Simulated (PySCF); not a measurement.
## Telling isomers of C5H5N2P apart by NMR

Theoretical values (PySCF 2.14.0 with density-fitted response routines): geometry from GFN2-xTB, shieldings: GIAO PBE0/pcSseg-1. Averaged over atoms made equivalent by symmetry, fast rotation or ring inversion, non-relativistic, gas phase, one conformer.

Scale: ¹H, ¹³C against TMS (reference shieldings calculated alike). Splittings of carbon signals by F and P are missing where no couplings were computed. Where no couplings were computed, multiplicities follow the n + 1 count of equivalent neighbours, and m marks all less simple cases (inequivalent or close neighbours, rings, F or P nearby). Shifts are as computed. Against solution values, carbons near 30 ppm lie about +3 ppm off and those near 130 ppm about +5 ppm. Of 1211 compounds with measured shifts, 218 miss one by over three times the rms of a fit or turn the order of signals round; such compounds aren't used in these exercises.

(1) Tabulate the signals of `C#Cc1nn(C)cp1`, `Cn1cpc(C#N)c1` and their relative energies.

(2) What is the quickest way to tell C#Cc1nn(C)cp1 from Cn1cpc(C#N)c1?

Answers

(1) 
```tsv
SMILES	carbon types	δC	δH	E rel. (kcal/mol)
C#Cc1nn(C)cp1	2×C 2×CH 1×CH3	164.3, 162.8, 92.5, 83.4, 42.6	8.57 (m, 1H), 4.21 (s, 3H), 3.19 (s, 1H)	45.9
Cn1cpc(C#N)c1	2×C 2×CH 1×CH3	162.2, 142.9, 123.2, 121.3, 40.2	7.92 (m, 1H), 7.70 (m, 1H), 3.95 (s, 3H)	0.0
```

Energies are electronic energies at PBE0/pcSseg-1 on these geometries, without zero-point or thermal terms, each for the one conformer computed, which needn't be the lowest.

(2) Both give the same number of carbon signals, with the same numbers of each carbon type, so the positions decide. The first has a terminal alkyne carbon (CH) at 92.5 ppm, the second a substituted aromatic carbon (C) at 123.2 ppm. Their most deshielded carbons lie at 164.3 and 162.2 ppm. In the proton spectra the most deshielded non-exchanging signals are 8.57 (m, 1H) and 7.92 (m, 1H).
